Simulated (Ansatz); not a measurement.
Consider the ligand exchange at the Si–C bond: `[SiH3]/C=C/[SiH3]` + `S[CH2][GeH3]` → `[SiH3]S[CH2][GeH3]` + `C=C[SiH3]`.

Calculated with Ansatz (gas phase, PBE0-D4/def2-TZVP geometries, no zero-point term in ΔE). CBS: MP2 limit from def2 TZ/QZ plus the TZ coupled-cluster correction, frozen cores. This one scheme is used for every species. For Ge outer-core shells are correlated without core-valence functions, which leaves a few kJ/mol of doubt a bond. Scalar relativity is left out up to krypton. Each species was taken in one conformer, which may not be the lowest.

`[SiH3]/C=C/[SiH3]`:

```xyz
12

Si   -0.333   -1.465    1.745
C     0.345   -0.230    0.525
C    -0.345    0.231   -0.524
Si    0.333    1.465   -1.745
H    -0.336   -0.896    3.120
H    -1.722   -1.817    1.351
H     0.504   -2.695    1.767
H     1.362    0.136    0.675
H    -1.363   -0.135   -0.674
H    -0.508    2.692   -1.773
H     1.720    1.821   -1.347
H     0.342    0.892   -3.119
```

`S[CH2][GeH3]`:

```xyz
9

S    -1.309    1.614   -0.158
C     0.131    0.765    0.531
Ge    0.278   -1.093   -0.085
H    -1.067    1.344   -1.451
H    -0.021    0.765    1.612
H     1.046    1.322    0.328
H     1.565   -1.743    0.459
H     0.326   -1.089   -1.623
H    -0.948   -1.885    0.388
```

`[SiH3]S[CH2][GeH3]`:

Cartesian coordinates in Å:
```
Si 1.244 -1.977 -0.887
S 0.836 -0.635 0.712
C -0.391 0.421 -0.111
Ge -1.009 1.816 1.131
H 2.254 -2.943 -0.391
H 0.007 -2.693 -1.301
H 1.771 -1.242 -2.069
H 0.049 0.901 -0.988
H -1.250 -0.172 -0.429
H 0.187 2.672 1.571
H -2.041 2.697 0.407
H -1.657 1.155 2.356
```

`C=C[SiH3]`:

```xyz
9

C    -1.400    0.584    0.288
C    -0.149    0.700   -0.146
Si    1.062   -0.711   -0.144
H    -1.786   -0.356    0.673
H    -2.096    1.418    0.280
H     0.177    1.670   -0.520
H     1.542   -1.000   -1.523
H     0.395   -1.920    0.408
H     2.255   -0.384    0.685
```

```csv
level,ΔE (eV)
MP2/def2-SVP,-0.54
HF/CBS(def2),-0.58
```

(1) What does CCSD(T)/CBS give? (Best estimate.)

(2) What do rigid-rotor, harmonic-oscillator terms from PBE0-D4/def2-TZVP frequencies (298.15 K, 1 bar) make of the CCSD(T)/CBS value? (An estimate is asked.)

Largest T1 diagnostic among the species: 0.012.

Results:

(1) Ansatz gave: -0.59 eV. The listed levels differ from it by 0.05, 0.01 eV.

(2) Computed: ΔZPE = +0.06 eV, ΔH = -0.53 eV, ΔS = 11 J/(mol·K), ΔG = -0.56 eV. Modes under 50 cm⁻¹ make the entropy rough.

At CCSD(T), def2-SVP lies +0.08 eV from the extrapolated value and def2-TZVPP +0.03 eV. From BLYP to BHLYP (50 % exact exchange), in def2-TZVPP and without D4, ΔE moves by −0.03 eV. Leaving LDA and LC-ωPBE aside and taking each functional with its dispersion term where it has one, the values, not all of them listed here, spread over 0.05 eV, from r2SCAN0-D4 to CAM-B3LYP-D4. LDA lies +0.03 eV from PBE without D4.
